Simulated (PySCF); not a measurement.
Al (aluminium, neutral) across methods

[Ne] 3s1 3p1 4s1, high-spin 4P determinant (an excited configuration). All numbers are calculated (PySCF 2.14, scalar relativity by spin-free X2C-1e, in aug-cc-pCVTZ-DK with one added diffuse shell each of s, p, d, f type (9s8p6d4f, 91 functions)).

```csv
method,E (hartree),mean ε 3s α (eV),mean ε 3p α (eV),mean ε 4s α (eV),Σ⟨r²⟩ (bohr²),⟨S²⟩
PBE,-242.3997,-12.110,-6.478,-1.856,76.34,3.750
UHF,-242.08033,-16.829,-10.209,-2.802,84.54,3.750
PW91,-242.5170,-12.164,-6.514,-1.869,76.34,3.750
LDA,-241.4741,-12.187,-6.378,-1.880,74.95,3.750
r2SCAN,-242.5064,-12.447,-6.733,-1.823,77.38,3.750
PBE0,-242.4209,-13.384,-7.476,-2.157,77.52,3.750
BLYP,-242.5401,-11.937,-6.232,-1.658,77.59,3.750
HSE06,-242.4367,-12.980,-7.075,-1.887,77.31,3.750
BHandHLYP,-242.5316,-14.489,-8.232,-2.252,80.51,3.750
```

The outer electron is Rydberg-like, and this basis confines it to a smaller radius and binds it less than a complete one would.
